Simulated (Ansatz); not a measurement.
Compare A (`NBCN`) with its isomer B (`CB(N)N`).

Computed with Ansatz on PBE0-D4/def2-TZVP structures; ΔE is electronic, products minus reactants. CCSD(T)/CBS adds triple-zeta CCSD(T) − MP2 to the extrapolated MP2 energy (def2 sets, frozen cores). DFT in def2-TZVPP. B3LYP here is the variant with VWN-RPA as its local correlation; programs differ in this. One conformer a species, not always the lowest.

A:

```xyz
11

N    -0.289   -1.565    1.099
B    -0.108   -0.839   -0.074
C     0.372    0.662   -0.031
N     0.124    1.384   -1.274
H    -0.149   -1.178    2.018
H    -0.552   -2.534    1.107
H    -0.316   -1.397   -1.116
H     1.461    0.623    0.126
H    -0.030    1.163    0.868
H    -0.849    1.315   -1.543
H     0.337    2.368   -1.179
```

B:

Z-matrix (Å, degrees):
```
C
B 1 1.582
H 1 1.093 2 112.5
H 1 1.093 2 112.6 3 121.7
H 1 1.096 2 110.2 3 -119.1
N 2 1.416 1 119.8 3 -151.2
N 2 1.416 1 119.8 3 30.0
H 6 1.004 2 124.4 1 -177.7
H 6 1.003 2 122.1 1 1.4
H 7 1.003 2 122.1 1 -1.4
H 7 1.004 2 124.4 1 177.7
```

(1) Which isomer does CCSD(T)/CBS put lower? Give the gap. (Best estimate.)

(2) Give E(B) − E(A) in kJ/mol with CCSD(T)/def2-SVP, r2SCAN-D4, B3LYP-D4, B2PLYP, MP2/def2-TZVPP, CCSD/def2-TZVPP, PBE-D4. (Estimate.)

(3) Does the order hold for the free energy at 298.15 K (harmonic terms from PBE0-D4)? (Best estimate.)

Largest T1 diagnostic: 0.011.

## Answers

(1) Ansatz gave: B, by 181.2 kJ/mol.

(2) Computed: CCSD(T)/def2-SVP -176.4, r2SCAN-D4 -185.3, B3LYP-D4 -180.6, B2PLYP -181.5, MP2/def2-TZVPP -185.4, CCSD/def2-TZVPP -179.7, PBE-D4 -176.6. None reverses the order clearly.

(3) Computed: Yes: G(B) − G(A) = -180.5 kJ/mol, for one conformer each. Modes under 60 cm⁻¹, often nearly free rotors, make the harmonic entropy too high.

From BLYP to BHLYP (50 % exact exchange), in def2-TZVPP and without D4, E(B) − E(A) moves by −7.3 kJ/mol. At CCSD(T), def2-SVP lies +4.8 kJ/mol from the extrapolated value and def2-TZVPP +1.9 kJ/mol.
